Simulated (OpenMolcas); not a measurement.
O⁴⁺: effect of the active space

```json
{"Program": "OpenMolcas 26.06", "Method": "XMS-CASPT2 or its RAS form, IPEA 0.25 Eh, imaginary shift 0.1 Eh", "Basis": "ANO-RCC-VTZP", "Scalar Hamiltonian": "DKH2, point nucleus", "Spin-orbit coupling": "RASSI with atomic mean-field integrals over the reference wave functions, term energies averaged over their components"}
```

A. 2 electrons in 4 orbitals (2s 2p); 2S+1 = 3 even, 3 roots; 2S+1 = 1 even, 7 roots; 2S+1 = 3 odd, 3 roots; 2S+1 = 1 odd, 3 roots; closed shells correlated: 1s; CASPT2 step of the order of 1.5 core-seconds
B. 2 electrons in 8 orbitals (2s 2p 3s 3p); 2S+1 = 3 even, 3 roots; 2S+1 = 1 even, 7 roots; 2S+1 = 3 odd, 3 roots; 2S+1 = 1 odd, 3 roots; closed shells correlated: 1s; CASPT2 step about 2.5 core-seconds
C. 2 electrons in 9 orbitals (RAS2 2s 2p; RAS3 3d, at most 2 electrons); 2S+1 = 3 even, 3 roots; 2S+1 = 1 even, 7 roots; 2S+1 = 3 odd, 3 roots; 2S+1 = 1 odd, 3 roots; closed shells correlated: 1s; CASPT2 step roughly 5 core-seconds

Energies in cm-1 above 2s2 1S0, the measured ground level; measured values from Moore, Selected Tables of Atomic Spectra, NSRDS-NBS 3, section 9.

```
      Level       A       B       C  Measured
    2s2 1S0     0.0     0.0     0.0       0.0
2s 2p 3P* 0   82089   82015   82009     81942
2s 2p 3P* 1   82237   82162   82156     82079
2s 2p 3P* 2   82533   82458   82452     82385
2s 2p 1P* 1  161304  161229  160756    158798
    2p2 3P0  214316  214260  214249    213462
    2p2 3P1  214463  214407  214396    213618
    2p2 3P2  214752  214695  214685    213887
    2p2 1D2  232910  232882  233277    231721
    2p2 1S0  291821  291628  291697    287910
```

Deviations, from unrounded energies. A percentage is the sum of absolute deviations over the sum of measured energies, with the sign that they share, or ± where signs differ.

```tsv
Against measurement	Levels	A	B	C
mean absolute deviation (cm-1)	9	1200	1100	1100
other configurations (%)	9	+0.7	+0.6	+0.6
```

B, C lie about equally close to measurement and A furthest from it. The largest miss of C in the table is 2p2 1S0, by +3800 cm-1. The ranking rests on the paired levels alone, and a cruder setting can come out closer through cancelling errors.

Among A to C the level of the table that moves most is 2s 2p 1P* 1, by 550 cm-1 (lowest in C, highest in A).

Active for correlation alone: 3p 3s; no level in the range computed is led by a configuration that fills them, so any true level of that kind is missing (holds for B). Active for correlation alone: 3d; no level in the range computed is led by a configuration that fills it, so any true level of that kind is missing (holds for C). Computed and measured levels are paired by configuration, term and J; levels that our copy of the source lacks, or whose pairing is in doubt (as where it misses far off the trend of its configuration), stay unpaired and out of the deviations. Levels of configurations outside the active space are missing.

* marks odd parity.
